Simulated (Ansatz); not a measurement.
System: ScCl, charge 0, multiplicity 1. 
Geometry from a B3LYP-D3(BJ)/def2-TZVP (Ansatz, an electronic-structure program) optimisation:
```
Sc
Cl 1 2.2318
```
Charge 0, spin multiplicity 1.

Basis-set convergence of Hartree-Fock and CCSD(T) correlation energies (hartree) with Ansatz. Cores are frozen in the correlated levels unless marked. Spin-orbit coupling is left out. Frozen are the shells of the preceding noble gas and the d and f shells that filled before the atom's block. No relativistic terms.

The Hartree-Fock reference is unstable (checked in the largest basis), which strains HF and MP2. 

```json
[
 {"basis": "def2-SVPD", "functions": "61", "E(HF)": "-1219.05937", "E(corr, CCSD(T))": "-0.22331", "rough core time": "under 20 s"},
 {"basis": "def2-TZVPPD", "functions": "118", "E(HF)": "-1219.30869", "E(corr, CCSD(T))": "-0.28421", "rough core time": "under 20 s"},
 {"basis": "def2-QZVPPD", "functions": "172", "E(HF)": "-1219.33478", "E(corr, CCSD(T))": "-0.30497", "rough core time": "21 s"}
]
```

Extrapolating the two largest sets (X = 3 and 4) as X^-3: E(corr) = (64·(-0.30497) - 27·(-0.28421))/37 = -0.3201 Eh, an estimate of the basis-set limit. The largest set recovers 95.3 % of it, the smallest 69.8 %.
